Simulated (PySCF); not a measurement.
Nickel: a sound run and one with changed settings

Sound run: Ni [Ar] 3d8 4s2, Ni⁺ [Ar] 3d9. Computed with PySCF 2.14 in x2c-TZVPall (6s5p4d1f, 48 functions), with the spin-free X2C one-electron Hamiltonian (Gaussian nucleus). In the sound run the correlated levels freeze [Ar]. The sound run starts from symmetry-adapted Hartree-Fock orbitals and uses a fine grid where one is needed.

Changed run: all electrons correlated in a basis built for the valence shell.

```csv
species,method,sound run (hartree),changed run (hartree),converged
Ni,MP2,-1519.35057,-1519.63730,yes
Ni⁺,MP2,-1519.09365,-1519.39721,yes
```

Ionisation energy of Ni:

| method | sound run (eV) | changed run (eV) |
| --- | --- | --- |
| UHF | 8.209 | 8.209 |
| MP2 | 6.991 | 6.533 |
| SCS-MP2 | 7.220 | 6.864 |

A valence basis has no tight correlating functions, so it recovers only part of the core correlation, and not evenly between atom and ion.

For comparison, NIST gives 7.640 eV between the lowest levels.
